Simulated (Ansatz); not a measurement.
`N/C=C/[CH2][AlH2]` + HBr → `N/C=C/CBr` + `[AlH3]`  (substitution at a C–Al bond)

Isolated molecules relaxed with PBE0-D4/def2-TZVP in Ansatz; ΔE leaves out vibrations. CCSD(T)/CBS adds triple-zeta CCSD(T) − MP2 to the extrapolated MP2 energy (def2 sets, frozen cores). This one scheme is used for every species. Double bonds are as drawn, so ΔE can hold a change between cis and trans. DFT in def2-TZVPP. For Br outer-core shells are correlated without core-valence functions, which leaves a few kJ/mol of doubt a bond. Scalar relativity is left out up to krypton. One conformer a species, not always the lowest.

CCSD(T)/CBS gives +14.1 kcal/mol.

Another level gave +12.4 kcal/mol. Which?
A. CAM-B3LYP/def2-TZVPP
B. BLYP-D4/def2-TZVPP
C. B97M-V/def2-TZVPP
D. PBE0-D4/def2-TZVPP

A. CAM-B3LYP 12.4, BLYP-D4 11.1, PBE0-D4 15.7, B97M-V 13.4 kcal/mol.

Largest T1 diagnostic among the species: 0.012.

In def2-TZVPP, CCSD(T) changes the Hartree–Fock value by +6.7 kcal/mol (the triples alone add +0.7 kcal/mol) and MP2 by +7.5 kcal/mol. Leaving LDA and LC-ωPBE aside and taking each functional with its dispersion term where it has one, the values, not all of them listed here, spread over 5.3 kcal/mol, from BLYP-D4 to r2SCAN0-D4. LDA lies +4.3 kcal/mol from PBE without D4. The D4 term adds +0.8 kcal/mol with B3LYP and +0.4 kcal/mol with PBE0; it sums over pairs of atoms, weighted by their polarisabilities, and B3LYP, whose exchange is more repulsive, gets the larger term.

B3LYP here is the variant with VWN-RPA as its local correlation; programs differ in this.
